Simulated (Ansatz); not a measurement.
Reaction (cleavage of the Ga–Si bond): `C[SiH2][GaH][Cl]` + `N=C=O` → `O=C=[N][GaH][Cl]` + `C[SiH3]`

Isolated molecules relaxed with PBE0-D4/def2-TZVP in Ansatz; ΔE leaves out vibrations. CBS: MP2 limit from def2 TZ/QZ plus the TZ coupled-cluster correction, frozen cores. This one scheme is used for every species. DFT in def2-TZVPP. B3LYP here is the variant with VWN-RPA as its local correlation; programs differ in this. HSE06 is defined as in plane-wave codes. For Ga outer-core shells are correlated without core-valence functions, which leaves a few kJ/mol of doubt a bond. Scalar relativity is left out up to krypton. One conformer a species, not always the lowest.

```tsv
level	ΔE (kcal/mol)	difference from CCSD(T)/CBS
LDA (SPW92)	-11.2	5.0
PBE-D4	-10.9	5.3
revPBE-D4	-11.7	4.5
BLYP-D4	-13.5	2.7
r2SCAN-D4	-14.8	1.4
B97M-V	-15.1	1.1
PBE0-D4	-13.1	3.1
B3LYP-D4	-15.0	1.2
r2SCANh-D4	-15.2	1.0
r2SCAN0-D4	-15.8	0.4
HSE06-D4	-13.1	3.1
BHLYP-D4	-17.5	-1.3
CAM-B3LYP-D4	-16.8	-0.6
ωB97X-V	-16.4	-0.2
ωB97M-V	-15.9	0.3
B2PLYP	-17.2	-1.0
PBE-QIDH	-16.8	-0.6
PBE	-11.2	5.0
revPBE	-11.3	4.9
BLYP	-13.8	2.4
r2SCAN	-14.8	1.4
B3LYP	-15.3	0.9
r2SCANh	-15.2	1.0
HSE06	-13.3	2.9
BHLYP	-18.3	-2.1
LC-ωPBE	-15.7	0.5
RPA@PBE/def2-TZVPP	-17.1	-0.9
HF/def2-SVP	-23.9	-7.7
MP2/def2-SVP	-21.7	-5.5
CCSD/def2-SVP	-20.4	-4.2
CCSD(T)/def2-SVP	-20.0	-3.8
HF/def2-TZVPP	-22.9	-6.7
MP2/def2-TZVPP	-19.2	-3.0
SCS-MP2/def2-TZVPP	-19.8	-3.6
CCSD/def2-TZVPP	-18.1	-1.9
CCSD(T)/def2-TZVPP	-17.5	-1.3
HF/def2-QZVPP	-23.2	-7.0
SCS-MP2/def2-QZVPP	-19.3	-3.1
HF/CBS(def2)	-23.2	-7.0
CCSD/CBS(def2)	-16.8	-0.6
CCSD(T)/CBS	-16.2	0
```

Largest T1 diagnostic among the species: 0.018.

From PBE to PBE0 (25 % exact exchange), in def2-TZVPP and without D4, ΔE moves by −2.2 kcal/mol. At CCSD(T), def2-SVP lies −3.8 kcal/mol from the extrapolated value and def2-TZVPP −1.3 kcal/mol. Leaving LDA and LC-ωPBE aside and taking each functional with its dispersion term where it has one, the values spread over 6.5 kcal/mol, from BHLYP-D4 to PBE-D4.
